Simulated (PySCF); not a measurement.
Run record: coupled-cluster job, `N[SiH2][GeH3]`.

Method: EOM-CCSD/aug-cc-pVDZ, vertical, frozen core, gas phase (PySCF 2.14.0). Geometry: PBE0-D3(BJ)/def2-SVP. The input is one job of a driver script: a line of settings, then coordinates in Å.

Input:
```
{"job": {"kind": "eom", "basis": "aug-cc-pVDZ", "nee": 0}, "charge": 0, "multiplicity": 1}
N      1.544092     0.772608     0.628421
Si     0.559039    -0.620889     0.307948
Ge    -1.714423     0.060270     0.484990
H      2.548349     0.661092     0.721601
H      1.330108     1.641557     0.151229
H      0.743624    -1.273099    -1.035562
H      0.880653    -1.660365     1.333425
H     -2.671718    -1.091797     0.123027
H     -1.995426     1.228511    -0.483763
H     -2.047863     0.541399     1.909620
```

Output:
```
E(HF) = -2422.8147853261
E(MP2) = -2423.2387033621
E(CCSD) = -2423.2921937417
T1 diagnostic = 0.0104

EOM-IP-CCSD (eV)   Koopmans (eV)
   9.5651      10.3589
  10.4382      11.3256
  11.7411      12.4646
  11.9376      12.6057
  12.6038      13.4943
  13.8204      15.0549
  16.6093      17.8684
  17.0182      18.5832
```

**Question.** What share of the CCSD correlation energy does MP2 give?

**Answer.** MP2 -0.42392 Eh against CCSD -0.47741 Eh: 88.8 %.

Summary of the converged run: CCSD correlation energy -0.4774 Eh; T1 diagnostic 0.010; first ionisation 9.57 eV.

**Question.** Estimate the wall time. Hardware: one thread of an x86-64 server, no GPU, on a shared host.

**Answer.** About 2.4 min.

One conformer stands for the species.
Labels such as C1 count atoms from 1, the log's own numbers from 0.
